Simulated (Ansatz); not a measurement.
Reactions of `FC=CI`.

Program: Ansatz. Geometries: PBE0-D4/def2-TZVP. ΔE: electronic, gas phase. CCSD(T)/CBS adds triple-zeta CCSD(T) − MP2 to the extrapolated MP2 energy (def2 sets, frozen cores). This one scheme is used for every species, atoms too. Double bonds are as drawn, so ΔE can hold a change between cis and trans. Open shells (•) are unrestricted, without spin–orbit coupling. Spin–orbit coupling would lower the free atoms: a little for C, F; strongly for I. Elements past krypton have def2 core potentials. For Br, I outer-core shells are correlated without core-valence functions, so the limit isn't a true one: a few kJ/mol of doubt a bond, and 10 to 20 or more in all where bonds break to atoms. Scalar relativity is left out up to krypton. Each species was taken in one conformer, which may not be the lowest.

Problem. Order these by ΔE at CCSD(T)/CBS, lowest first. (Best estimate.)
A. `F/C=C\I` + H₂S → `F/C=C\S` + HI
B. `F/C=C\I` + HBr → `Br/C=C/I` + H–F
C. `F/C=C\I` + `[AlH2][SH]` → `F/C=C/[S][AlH2]` + HI
D. `F/C=C\I` → 2 C• + F• + 2 H• + I•
E. `F/C=C\I` + H₂ → `C=CI` + H–F

Solution. E (-104.6 kJ/mol), B (-31.2 kJ/mol), A (-4.8 kJ/mol), C (+11.0 kJ/mol), D (+2208.6 kJ/mol).

Largest T1 diagnostic: 0.013, for `F/C=C/[S][AlH2]`.
